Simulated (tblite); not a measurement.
Input of a run (GFN2-xTB geometry optimisation, gas phase (tblite 0.8.0)), started from a force field or distance geometry:
```
{"job": {"kind": "relax", "xc": "GFN2-xTB", "basis": "xTB"}, "charge": 0, "multiplicity": 1}
C      2.922700    -1.982900     0.910000
C      1.915800    -1.111100     0.653100
Si     2.059300     0.445100    -0.282100
Cl     2.213100     1.863000     1.189700
Si     0.235600     0.846700    -1.635100
C     -1.311600     0.742900    -0.608400
C     -2.220000     1.683500    -0.139300
C     -3.187700     0.987100     0.621900
C     -2.828000    -0.343400     0.571700
O     -1.706600    -0.498900    -0.155800
H      2.726800    -2.880400     1.492300
H      3.926500    -1.826400     0.559500
H      0.921600    -1.319100     1.061200
H      3.332800     0.483900    -1.052000
H      0.163900    -0.133000    -2.753200
H      0.315900     2.205700    -2.246100
H     -2.182200     2.750200    -0.314100
H     -4.053600     1.387300     1.130200
H     -3.254100    -1.243500     0.989100
```

Output (eV, eV/Å):
```
step      E/eV     max force
  0    -802.18529    2.653
  1    -802.27273    1.871
  2    -802.30647    0.335
  3    -802.31546    0.225
  4    -802.32459    0.173
  5    -802.32850    0.163
  6    -802.33291    0.153
  7    -802.33606    0.149
  8    -802.33991    0.143
  9    -802.34345    0.121
 10    -802.34599    0.107
 11    -802.34728    0.093
 12    -802.34801    0.077
 13    -802.34869    0.071
 14    -802.34941    0.082
 15    -802.34998    0.074
 16    -802.35033    0.039
 17    -802.35055    0.034
 18    -802.35075    0.035
 19    -802.35096    0.043
 20    -802.35114    0.038
 21    -802.35130    0.031
 22    -802.35145    0.030
 23    -802.35162    0.029
 24    -802.35177    0.026
 25    -802.35188    0.020
 26    -802.35195    0.021
 27    -802.35204    0.023
 28    -802.35214    0.028
 29    -802.35222    0.022
 30    -802.35228    0.016
 31    -802.35233    0.015
 32    -802.35240    0.029
 33    -802.35251    0.039
 34    -802.35262    0.034
 35    -802.35273    0.022
 36    -802.35281    0.018
 37    -802.35289    0.025
 38    -802.35299    0.030
 39    -802.35309    0.024
 40    -802.35320    0.027
 41    -802.35334    0.027
 42    -802.35349    0.035
 43    -802.35365    0.034
 44    -802.35382    0.032
 45    -802.35403    0.041
 46    -802.35434    0.054
 47    -802.35484    0.080
 48    -802.35550    0.085
 49    -802.35624    0.064
 50    -802.35699    0.065
 51    -802.35774    0.082
 52    -802.35861    0.096
 53    -802.35957    0.086
 54    -802.35679    0.399
 55    -802.36079    0.097
 56    -802.36126    0.061
 57    -802.36242    0.104
 58    -802.36297    0.072
 59    -802.36413    0.062
 60    -802.36504    0.059
 61    -802.36606    0.108
 62    -802.36668    0.058
 63    -802.36737    0.063
 64    -802.36822    0.058
 65    -802.36851    0.051
 66    -802.36895    0.069
 67    -802.36924    0.059
 68    -802.36961    0.051
 69    -802.37006    0.065
 70    -802.37026    0.028
 71    -802.37041    0.029
 72    -802.37068    0.041
 73    -802.37087    0.035
 74    -802.37123    0.060
 75    -802.37159    0.045
 76    -802.37193    0.066
 77    -802.37236    0.046
 78    -802.37272    0.046
 79    -802.37302    0.044
 80    -802.37325    0.046
 81    -802.37363    0.039
 82    -802.37358    0.146
 83    -802.37417    0.035
 84    -802.37434    0.030
 85    -802.37451    0.053
 86    -802.37465    0.037
 87    -802.37494    0.029
 88    -802.37520    0.029
 89    -802.37545    0.039
 90    -802.37563    0.051
 91    -802.37565    0.123
 92    -802.37599    0.042
 93    -802.37613    0.041
 94    -802.37656    0.071
 95    -802.37679    0.043
 96    -802.37726    0.038
 97    -802.37768    0.056
 98    -802.37789    0.069
 99    -802.37807    0.105
100    -802.37855    0.041
101    -802.37900    0.040
102    -802.37951    0.078
103    -802.37978    0.067
104    -802.38019    0.052
105    -802.38057    0.049
106    -802.38089    0.059
107    -802.38113    0.037
108    -802.38113    0.078
109    -802.38145    0.054
110    -802.38161    0.031
111    -802.38188    0.038
112    -802.38216    0.034
113    -802.38226    0.034
114    -802.38247    0.036
115    -802.38262    0.038
116    -802.38276    0.037
117    -802.38285    0.032
118    -802.38292    0.022
119    -802.38302    0.040
120    -802.38316    0.048
121    -802.38343    0.061
122    -802.38370    0.051
123    -802.38389    0.083
124    -802.38441    0.068
125    -802.38486    0.042
126    -802.38523    0.055
127    -802.38525    0.053
128    -802.38552    0.032
129    -802.38567    0.047
130    -802.38587    0.045
131    -802.38604    0.038
132    -802.38616    0.020
133    -802.38623    0.020
134    -802.38626    0.026
135    -802.38631    0.023
136    -802.38636    0.015
137    -802.38646    0.018
138    -802.38660    0.041
139    -802.38671    0.038
140    -802.38690    0.032
141    -802.38703    0.025
142    -802.38714    0.028
143    -802.38715    0.050
144    -802.38734    0.026
145    -802.38744    0.023
146    -802.38756    0.030
147    -802.38767    0.030
148    -802.38782    0.026
149    -802.38802    0.047
150    -802.38818    0.062
151    -802.38834    0.081
152    -802.38875    0.037
153    -802.38906    0.025
154    -802.38964    0.089
155    -802.39000    0.031
156    -802.39037    0.032
157    -802.38830    0.239
158    -802.39098    0.037
159    -802.39126    0.028
160    -802.38746    0.310
161    -802.39167    0.028
162    -802.39196    0.028
163    -802.38888    0.307
164    -802.39259    0.028
165    -802.39298    0.031
166    -802.39196    0.247
167    -802.39392    0.041
168    -802.39434    0.045
169    -802.39503    0.118
170    -802.39553    0.050
171    -802.39583    0.022
172    -802.39604    0.035
173    -802.39610    0.025
174    -802.39618    0.017
175    -802.39632    0.025
176    -802.39641    0.023
177    -802.39646    0.014
178    -802.39652    0.019
179    -802.39657    0.033
180    -802.39662    0.027
181    -802.39666    0.021
182    -802.39672    0.020
183    -802.39680    0.025
184    -802.39689    0.025
185    -802.39700    0.021
186    -802.39713    0.022
187    -802.39728    0.029
188    -802.39742    0.036
189    -802.39758    0.027
190    -802.39772    0.024
191    -802.39784    0.026
192    -802.39793    0.030
193    -802.39801    0.019
194    -802.39806    0.014
195    -802.39810    0.013
196    -802.39814    0.018
197    -802.39817    0.021
198    -802.39820    0.020
199    -802.39822    0.016
200    -802.39824    0.009
```

Problem. Summarise the run.

Solution. The energy falls by 4.9 kcal/mol over 200 L-BFGS steps, the largest force on an atom goes from 2.65 to 0.009 eV/Å, and the atoms move by 1.265 Å rms after alignment. The bond that changes most is C2–Si3 (alkene CH carbon to chlorine-bound silicon), which lengthens by 0.068 Å. Bonds longer at the end by more than 0.005 Å: 3 of 19; shorter: 14. Among the angles that change most is Si3–Si5–H16, from 110.9° to 116.0°. Among the dihedrals that turn most is C1–C2–Si3–Si5, from 141° to 16°. The energy rose by more than 1e-5 eV at steps 54, 82, 157, 160, 163 and 166. The first step brought 41 % of the lowering.

Problem. What are the final bond lengths?

Solution. C1=C2 1.324 Å, C2–Si3 1.889 Å, Si3–Cl4 2.040 Å, Si3–Si5 2.318 Å, Si5–C6 1.875 Å, C6–C7 1.369 Å, C7–C8 1.412 Å, C8–C9 1.362 Å, C9–O10 1.337 Å, C6–O10 1.358 Å, C1–H11 1.080 Å, C1–H12 1.079 Å, C2–H13 1.085 Å, Si3–H14 1.471 Å, Si5–H15 1.472 Å, Si5–H16 1.469 Å, C7–H17 1.071 Å, C8–H18 1.071 Å, C9–H19 1.072 Å. Numbering counts from 1 in the input's order; the species is `C=C[Si@H](Cl)[SiH2]c1ccco1`.

Hardware: an Arm Neoverse N1 with one thread, shared host. Cost: 3.9 s wall.

Its lowest GFN2-xTB frequency is 9i cm⁻¹, too small to tell a flat minimum from a shallow saddle. One conformer, not necessarily the lowest. 3 starts were optimised and ended at 0.00, 0.11 and 1.05 kcal/mol (GFN2-xTB); the lowest of these is shown.

All values are computed, not measured.
